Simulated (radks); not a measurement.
The numbers below are computed, except where a source is named.
Question: These are the eigenvalues of the occupied orbitals of an atom or ion with whole-number occupations (eV). Level of theory: non-relativistic Kohn-Sham, PBE, spin-polarised, spherical densities, point nucleus (a radial shooting solver on a logarithmic mesh with Libxc functionals).

| orbital | eigenvalue |
|---|---|
| 1s up | -6299.485 |
| 1s down | -6293.908 |
| 2s up | -1356.938 |
| 2s down | -1346.388 |
| 2p up | -1301.551 |

Which element is it, and in what charge state? The configuration may be excited. Open shells, if any, are filled with parallel spins first.

Answer: Z = 23, vanadium, charge +18: V18+ in [He] 2s2 2p1. The list shows which subshells hold electrons but not how many an open one holds; the 1s level, -231.5 hartree, gives Z - s = 21.5 by -(Z - s)^2/2, which with screening narrows Z to a few neighbours, and the depths of the outer levels then fix element, charge and occupations together.
